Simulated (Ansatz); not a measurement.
Geometry optimisation, Ansatz, RKS BHLYP/def2-SVP.

Input file:

```yaml
crystal:
  periodic: [false, false, false]
  atoms:
    - { symbol: B, position_ang: [-0.5602, -1.9204, -0.0082] }
    - { symbol: C, position_ang: [0.2778, -0.5826, -0.0049] }
    - { symbol: Cl, position_ang: [1.9865, -0.8614, -0.0031] }
    - { symbol: C, position_ang: [-0.1569, 0.6794, -0.0052] }
    - { symbol: "N", position_ang: [0.6208, 1.8146, -0.0046] }
    - { symbol: Br, position_ang: [-2.1278, 1.0137, -0.019] }
    - { symbol: H, position_ang: [-0.0674, -2.937, -0.0174] }
    - { symbol: H, position_ang: [-1.7495, -1.8097, -0.0375] }
    - { symbol: H, position_ang: [0.1974, 2.792, 0.0568] }
    - { symbol: H, position_ang: [1.6623, 1.7602, 0.0461] }
basis:
  gaussian: { orbitals: def2-SVP }
hamiltonian:
  xc: { name: BHLYP }
relax:
  f_tol: 0.015
  max_steps: 40
output:
  orbitals: {}
```

Launched with:

```bash
$ ansatz run input.yaml --threads 2 --pin off --max-ram 3072MiB --backend cpu --events-out ev --progress --plain --runs-dir out
```

Task: Where does it end, and by what steps?

Result: The forces met the threshold. After 7 steps the energy has fallen by 0.522 eV; H10 moved furthest, 0.14 Å.

```json
{"step": "0", "energy less start (eV)": "0.0000", "largest force component (eV/Å)": "3.261", "accepted": "yes"}
{"step": "1", "energy less start (eV)": "-0.4514", "largest force component (eV/Å)": "1.412", "accepted": "yes"}
{"step": "2", "energy less start (eV)": "-0.4701", "largest force component (eV/Å)": "0.979", "accepted": "yes"}
{"step": "3", "energy less start (eV)": "-0.5169", "largest force component (eV/Å)": "0.227", "accepted": "yes"}
{"step": "4", "energy less start (eV)": "-0.5203", "largest force component (eV/Å)": "0.098", "accepted": "yes"}
{"step": "5", "energy less start (eV)": "-0.5216", "largest force component (eV/Å)": "0.066", "accepted": "yes"}
{"step": "6", "energy less start (eV)": "-0.5217", "largest force component (eV/Å)": "0.023", "accepted": "yes"}
{"step": "7", "energy less start (eV)": "-0.5217", "largest force component (eV/Å)": "0.005", "accepted": "yes"}
```

```xyz
10
Properties=species:S:1:pos:R:3
B -0.568 -1.869 -0.022
C 0.253 -0.605 -0.002
Cl 2.024 -0.748 0.014
C -0.187 0.690 0.005
N 0.589 1.776 0.022
Br -2.026 1.104 -0.010
H -0.022 -2.933 -0.026
H -1.762 -1.812 -0.034
H 0.196 2.697 0.026
H 1.587 1.648 0.030
```

Whether the end is a true minimum wasn't checked by a vibrational analysis.

The run took 79 s on 2 threads of Arm Neoverse N1 (shared host), peak memory 0.35 GiB.
